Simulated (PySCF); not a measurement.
Compound: C2H8F3NSi2 (charge +1 and doublet state).
SMILES with atom numbers: `[CH3:1][Si@@H:2]([NH+:3][SiH3:4])[C:5]([F:6])([F:7])[F:8]` (hydrogens: H9, H10, H11 on C1; H12 on Si2; H13 on N3; H14, H15, H16 on Si4)

Structure used (GFN2-xTB), in Å, numbered top down from 1:
```
atom  x, y, z in Å
C1    -0.801   -2.208   -0.033
Si2   -0.073   -0.681    0.795
N3     1.003    0.264   -0.171
Si4    2.097    1.625    0.193
C5    -1.639    0.635    0.685
F6    -2.012    0.793   -0.576
F7    -2.654    0.174    1.390
F8    -1.255    1.806    1.172
H9    -1.191   -1.988   -1.029
H10   -1.621   -2.617    0.556
H11   -0.049   -2.989   -0.133
H12    0.331   -0.587    2.187
H13    0.956    0.070   -1.165
H14    3.239    1.341   -0.684
H15    2.314    1.576    1.631
H16    1.348    2.796   -0.294
```

The hyperfine couplings belong to this conformer and change with its torsions.

Computed with UKS B3LYP, pcH-1 on C F H N Si, non-relativistic, mean-field spin-orbit, GIAO in PySCF 2.14.0. The structure is a single GFN2-xTB conformer in the gas phase; no vibrational or solvent corrections. The geometry wasn't refined by DFT: couplings that depend on bond lengths, twists or pyramidal angles can differ widely from those at the functional's own minimum, by a factor of two or more for some ions and for spin on atoms past the first row. The SCF solution wasn't tested for stability.

The isotropic 13C couplings are +222.0, +9.2 MHz. Assign them to C1; C5.

```
site  a_iso (MHz)  ρ(0) (bohr⁻³)         position  distance from N3 (Å)  spin population  largest |T| (MHz)
  C1         +9.2        +0.0082  2 bonds from N3                  3.06            +0.04                7.3
  C5       +222.0        +0.1974  2 bonds from N3                  2.80            +0.23               45.8
```

Match the computed a_iso(29Si) values +62.4, +37.3 MHz with the sites Si2; Si4.

| site | a_iso (MHz) | ρ(0) (bohr⁻³) | position | distance from N3 (Å) | spin population | largest \|T\| (MHz) |
| --- | --- | --- | --- | --- | --- | --- |
| Si2 | +62.4 | -0.0704 | 1 bond from N3 | 1.73 | -0.04 | 4.1 |
| Si4 | +37.3 | -0.0421 | 1 bond from N3 | 1.78 | -0.04 | 2.6 |

Match the computed a_iso(1H) values +74.0, +42.1, -36.6, +1.0 MHz (means over equivalent nuclei) with the sites H9/H10/H11; H12; H13; H14/H15/H16.

```csv
site,a_iso (MHz),ρ(0) (bohr⁻³),position,distance from N3 (Å),bound to,spin population there,largest |T| (MHz)
H9/H10/H11,+1.0,+0.0002,3 bonds from N3,3.55,C1,+0.04,2.9
H12,+42.1,+0.0094,2 bonds from N3,2.60,Si2,-0.04,4.0
H13,-36.6,-0.0082,1 bond from N3,1.01,N3,+0.58,37.7
H14/H15/H16,+74.0,+0.0165,2 bonds from N3,2.56,Si4,-0.04,3.9
```

ρ(0) is the spin density at the nucleus and T the dipolar tensor; a_iso includes a spin–orbit part; entries for several nuclei are means. The Mulliken spin populations are largest on N3 (+0.58), C5 (+0.23) and H16 (+0.07). The angles at N3 add up to 359.8°, so it is planar; its axial dipolar tensor and the negative coupling of its proton fit spin in a p orbital normal to that plane.

Means are taken over nuclei equivalent by connectivity, which assumes that they swap fast. The three 1H nuclei of mean +74.0 MHz run from 1.1 to 131.4 MHz in the frozen geometry. The three 19F nuclei of mean +57.9 MHz run from 32.4 to 97.3 MHz in the frozen geometry.

The SMILES `C[Si@@H]([NH+][SiH3])C(F)(F)F` draws the unpaired electron on N3, whose computed spin population is only +0.58.
